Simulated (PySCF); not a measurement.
Si(F)(OH)(SH)2 (FH3OS2Si), SMILES S[Si](F)(O)S. Coordinates come from a PBE0-D3(BJ)/def2-SVP optimisation. This is a generated structure with no PubChem entry under its InChIKey; it may be hypothetical. Other conformers were not sampled.

Computed equilibrium geometry at PBE0-D3(BJ)/def2-SVP (PySCF confirms it by a frequency run) as bond lengths and angles (one conformer of several):
Atoms: O1 Si2 F3 S4 S5 H6 H7 H8. Bonds (Å): O1–Si2 1.647, O1–H6 0.964, Si2–F3 1.619, Si2–S4 2.113, Si2–S5 2.122, S4–H7 1.352, S5–H8 1.352. Bond angles (°): Si2–O1–H6 116.5, O1–Si2–F3 108.2, O1–Si2–S4 105.9, O1–Si2–S5 116.1, F3–Si2–S4 113.3, F3–Si2–S5 102.9, S4–Si2–S5 110.7, Si2–S4–H7 92.7, Si2–S5–H8 93.0.
